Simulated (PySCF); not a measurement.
C3H7NOSi, SMILES [SiH2](O)[C@H](C#N)C.

Geometry optimised at B3LYP-D3(BJ)/def2-SVP. The structure was generated by enumeration; whether it is a known compound was not checked. Other conformers were not sampled.

Calculation: TDDFT-PBE/def2-SVPD run with PySCF.

Vertical excitations. Isolated molecule, no solvent.

Computed lowest excited states:
| state | energy (eV) | λ (nm) | f | main pairs |
|---|---|---|---|---|
| S1 | 6.36 | 195 | 0.007 | HOMO→LUMO 93 % |
| S2 | 6.63 | 187 | 0.003 | HOMO→LUMO+1 93 % |
| S3 | 6.82 | 182 | 0.025 | HOMO→LUMO+2 72 %, HOMO−1→LUMO 11 % |
| S4 | 7.06 | 176 | 0.015 | HOMO−1→LUMO 76 %, HOMO→LUMO+3 12 % |
| S5 | 7.13 | 174 | 0.009 | HOMO→LUMO+3 79 % |
| S6 | 7.26 | 171 | 0.011 | HOMO−2→LUMO 70 % |
| S7 | 7.29 | 170 | 0.001 | HOMO−1→LUMO+1 87 % |
| S8 | 7.44 | 167 | 0.034 | HOMO−1→LUMO+2 69 %, HOMO−2→LUMO+1 14 % |
| S9 | 7.55 | 164 | 0.001 | HOMO−3→LUMO 89 % |
| S10 | 7.62 | 163 | 0.007 | HOMO−2→LUMO+2 57 %, HOMO−2→LUMO+1 31 % |
| T1 | 5.93 | 209 | 0 | HOMO→LUMO 67 %, HOMO→LUMO+2 14 % |
| T2 | 6.27 | 198 | 0 | HOMO→LUMO+2 47 %, HOMO→LUMO 30 % |
| T3 | 6.37 | 195 | 0 | HOMO→LUMO+1 77 % |
| T4 | 6.55 | 189 | 0 | HOMO−2→LUMO+1 33 %, HOMO→LUMO+2 17 %, HOMO−2→LUMO 15 %, HOMO−2→LUMO+2 14 % |
Triplets are in the Tamm–Dancoff approximation, which puts them higher than full response would, so one can lie above its singlet here.
